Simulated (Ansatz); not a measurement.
Consider the redistribution: `[NH]=[V]([F])([F])[F]` + `[NH2][In]([OH])[Br]` → `[NH]=[V]([NH2])([F])[F]` + `[OH][In]([F])[Br]`.

Calculated with Ansatz (gas phase, PBE0-D4/def2-TZVP geometries, no zero-point term in ΔE). CBS: MP2 limit from def2 TZ/QZ plus the TZ coupled-cluster correction, frozen cores. def2 core potentials past Kr. For Br, In, V outer-core shells are correlated without core-valence functions, which leaves a few kJ/mol of doubt a bond. Scalar relativity is left out up to krypton. One conformer a species, not always the lowest.

```
                  species  CCSD(T)/CBS(def2) energy (Eh)
  `[NH]=[V]([F])([F])[F]`                    -1298.27820
    `[NH2][In]([OH])[Br]`                    -2894.90232
`[NH]=[V]([NH2])([F])[F]`                    -1254.37567
      `[OH][In]([F])[Br]`                    -2938.80145
```

(1) Work out ΔE.

Largest T1 diagnostic among the species: 0.030, so the coupled-cluster value is less sure than usual.

## Answers

(1) ΔE = (-1254.37567) + (-2938.80145) − (-1298.27820) − (-2894.90232) = 0.00340 Eh = +8.9 kJ/mol.

Leaving LDA and LC-ωPBE aside and taking each functional with its dispersion term where it has one, the values, not all of them listed here, spread over 6.3 kJ/mol, from BHLYP-D4 to r2SCAN-D4. LDA lies +3.5 kJ/mol from PBE without D4.
